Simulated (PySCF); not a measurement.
**Mn (manganese, neutral) across methods**

[Ar] 3d5 4s1 4p1, high-spin 8P determinant (an excited configuration). Computed with PySCF 2.14 in aug-cc-pVDZ-DK (7s6p4d2f, 59 functions), with scalar relativity by spin-free X2C-1e.

```json
{"method": "UHF", "E (hartree)": "-1157.34063", "mean ε 3d α (eV)": "-18.241", "mean ε 4s α (eV)": "-9.648", "mean ε 4p α (eV)": "-5.085", "Σ⟨r²⟩ (bohr²)": "46.83", "⟨S²⟩": "15.750"}
{"method": "r2SCAN", "E (hartree)": "-1158.446", "mean ε 3d α (eV)": "-9.873", "mean ε 4s α (eV)": "-6.851", "mean ε 4p α (eV)": "-2.646", "Σ⟨r²⟩ (bohr²)": "45.93", "⟨S²⟩": "15.750"}
{"method": "LDA", "E (hartree)": "-1156.019", "mean ε 3d α (eV)": "-9.637", "mean ε 4s α (eV)": "-6.782", "mean ε 4p α (eV)": "-2.559", "Σ⟨r²⟩ (bohr²)": "46.57", "⟨S²⟩": "15.750"}
{"method": "r2SCAN0", "E (hartree)": "-1158.426", "mean ε 3d α (eV)": "-12.080", "mean ε 4s α (eV)": "-7.644", "mean ε 4p α (eV)": "-3.276", "Σ⟨r²⟩ (bohr²)": "45.87", "⟨S²⟩": "15.750"}
{"method": "wB97X", "E (hartree)": "-1158.455", "mean ε 3d α (eV)": "-14.018", "mean ε 4s α (eV)": "-9.360", "mean ε 4p α (eV)": "-4.879", "Σ⟨r²⟩ (bohr²)": "46.68", "⟨S²⟩": "15.750"}
{"method": "PBE0", "E (hartree)": "-1158.257", "mean ε 3d α (eV)": "-11.779", "mean ε 4s α (eV)": "-7.442", "mean ε 4p α (eV)": "-3.207", "Σ⟨r²⟩ (bohr²)": "46.52", "⟨S²⟩": "15.750"}
{"method": "PBE", "E (hartree)": "-1158.223", "mean ε 3d α (eV)": "-9.489", "mean ε 4s α (eV)": "-6.595", "mean ε 4p α (eV)": "-2.516", "Σ⟨r²⟩ (bohr²)": "47.03", "⟨S²⟩": "15.750"}
{"method": "wB97M-V", "E (hartree)": "-1158.358", "mean ε 3d α (eV)": "-14.197", "mean ε 4s α (eV)": "-9.462", "mean ε 4p α (eV)": "-4.692", "Σ⟨r²⟩ (bohr²)": "46.98", "⟨S²⟩": "15.750"}
```

(1) Estimate the same row for TPSSh.

Results:

(1) E (hartree) = -1158.470; mean ε 3d α (eV) = -10.348; mean ε 4s α (eV) = -6.904; mean ε 4p α (eV) = -2.777; Σ⟨r²⟩ (bohr²) = 46.46; ⟨S²⟩ = 15.750.
